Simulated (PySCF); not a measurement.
All of these have the formula C4H9PSi2. Method used: PySCF 2.14.0, density-fitted response routines, TDDFT B3LYP/def2-SVPD, vertical, gas phase, core orbitals frozen in the response. Geometries: GFN2-xTB; one conformer of each isolated species. Triplets are in the Tamm–Dancoff approximation.

A. `C#CC(=C)[SiH2]P[SiH3]`
B. `C#C/C([SiH3])=C\[SiH2]P`
C. `[SiH3]/C=C(\[SiH2]P)C#C`
D. `C#C[SiH2]/C=C/[SiH2]P`

Lowest singlet levels (six at most, fewer where fewer were computed) with oscillator strengths:

1. 4.53 eV (f 0.014); 4.68 eV (f 0.033); 4.93 eV (f 0.246); 5.60 eV (f 0.009); 5.88 eV (f 0.000); 6.27 eV (f 0.012); T1 3.08 eV
2. 5.26 eV (f 0.002); 5.82 eV (f 0.000); 6.15 eV (f 0.001); 6.18 eV (f 0.028); 6.21 eV (f 0.005); 6.27 eV (f 0.003); T1 4.21 eV
3. 4.81 eV (f 0.001); 4.96 eV (f 0.002); 5.37 eV (f 0.130); 5.86 eV (f 0.012); 5.95 eV (f 0.018); 6.09 eV (f 0.030); T1 3.40 eV
4. 4.31 eV (f 0.088); 4.72 eV (f 0.095); 5.13 eV (f 0.093); 5.81 eV (f 0.003); 5.89 eV (f 0.023); 6.22 eV (f 0.011); T1 3.15 eV

Question: Match each spectrum to its molecule.

Answer: 1 = C, 2 = D, 3 = A, 4 = B.
- A: S1 at 4.81 eV, HOMO→LUMO (42%), HOMO-2→LUMO (33%), HOMO-1→LUMO (24%); Löwdin shares by element: HOMO carbon 35% or more, phosphorus 35% (atoms not listed hold the other 30%); LUMO carbon 80% (atoms not listed hold the other 20%); HOMO -7.03 and LUMO -1.48 eV.
- B: S1 at 4.31 eV, HOMO→LUMO (71%), HOMO-1→LUMO (21%); Löwdin shares by element: HOMO phosphorus 40%, carbon 33% or more (atoms not listed hold the other 27%); LUMO carbon 72% (atoms not listed hold the other 28%); HOMO -6.84 and LUMO -1.90 eV.
- C: S1 at 4.53 eV, HOMO-2→LUMO (53%), HOMO-1→LUMO (35%), HOMO→LUMO (11%); Löwdin shares by element: HOMO carbon 73% (atoms not listed hold the other 27%); LUMO carbon 72% (atoms not listed hold the other 28%); HOMO -7.02 and LUMO -1.93 eV.
- D: S1 at 5.26 eV, HOMO→LUMO (97%); Löwdin shares by element: HOMO phosphorus 64%, silicon 14% or more, hydrogen 14% or more; LUMO carbon 63% or more, silicon 18% (atoms not listed hold the other 19%); HOMO -7.22 and LUMO -1.13 eV.
